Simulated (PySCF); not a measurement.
A GIAO shielding run with PySCF 2.14 (density fitting, non-relativistic, gas phase) on SMILES C[Si]1(C)C[C@@H](F)CO1, C₅H₁₁FOSi:

```
$ OMP_NUM_THREADS=1 python probes_run.py task.json out

{"job": {"kind": "nmr", "xc": "PBE0", "basis": "pcSseg-1"}, "charge": 0, "multiplicity": 1}
C     -1.434004    -1.686512     0.112093
Si    -0.671386     0.050472     0.005709
C     -1.947088     1.430536     0.257590
C      0.916282     0.237747     1.059249
C      1.981229    -0.141820     0.045723
F      2.117634    -1.522021     0.033089
C      1.513490     0.305531    -1.343081
O      0.116803     0.279421    -1.424702
H     -0.670768    -2.458035     0.060185
H     -2.124978    -1.849930    -0.709548
H     -1.985506    -1.822331     1.036516
H     -2.703992     1.381383    -0.517021
H     -2.448743     1.321653     1.212189
H     -1.502375     2.419881     0.221814
H      1.078074     1.263409     1.383585
H      0.992501    -0.407333     1.929320
H      2.980923     0.245594     0.275049
H      1.922491    -0.364308    -2.104992
H      1.859608     1.325913    -1.540228
```

Hardware: 1 thread of an Arm Neoverse V1, shared host. The job also computes population analyses, field gradients, ring-centre shieldings.

Q: How large is the calculation?

A: 72 electrons, 198 basis functions and 1048 auxiliary functions.

Q: How long does it take, and how much memory does it need?

A: 37 s of wall time, with 13 SCF cycles and 4 response iterations; peak memory 0.88 GiB. Times on a shared host scatter by some tens of per cent.
